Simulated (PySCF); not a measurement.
Molecule: ethylcyclopentane (SMILES CCC1CCCC1).

Geometry:
```
atom   x (Å)   y (Å)   z (Å)
  C1   2.722  -0.500   0.207
  C2   1.631   0.519  -0.085
  C3   0.265   0.141   0.476
  C4  -0.798   1.236   0.318
  C5  -2.119   0.481   0.393
  C6  -1.844  -0.763  -0.453
  C7  -0.372  -1.119  -0.167
  H8   2.471  -1.490  -0.206
  H9   2.869  -0.625   1.291
 H10   3.686  -0.196  -0.227
 H11   1.926   1.501   0.324
 H12   1.535   0.664  -1.176
 H13   0.387  -0.050   1.558
 H14  -0.697   1.711  -0.675
 H15  -0.699   2.035   1.069
 H16  -2.984   1.064   0.042
 H17  -2.323   0.193   1.439
 H18  -1.969  -0.508  -1.518
 H19  -2.536  -1.592  -0.245
 H20   0.156  -1.402  -1.093
 H21  -0.293  -1.985   0.507
```

Geometry PBE0-D3(BJ)/def2-SVP throughout; GIAO in PySCF 2.14.0 with density-fitted response routines, gas phase, one conformer, non-relativistic; equivalent atoms averaged; functional PBE0.

For orientation, 6-31G gives these absolute shieldings σ: C4/C7 165.4, C5/C6 170.8, C2 168.4, C1 183.5, H13 30.70, H16/H18 30.92, H14/H20 31.24, H11/H12 31.14, H8/H9/H10 31.53 ppm.

A run gave: C4/C7 149.9, C5/C6 155.2, C2 151.6, C1 168.6, H13 29.81, H16/H18 29.79, H14/H20 30.30, H11/H12 30.08, H8/H9/H10 30.30 ppm (absolute shieldings σ).

Which basis set was used in that run?
A. 6-311+G(2d,p)
B. aug-cc-pVDZ
C. pcSseg-1
D. STO-3G
E. def2-SVP

## Answers

C. C1 tells them apart best: pcSseg-1 gives 168.6, STO-3G gives 214.9, 6-311+G(2d,p) gives 171.8, def2-SVP gives 178.9, aug-cc-pVDZ gives 180.4 ppm.
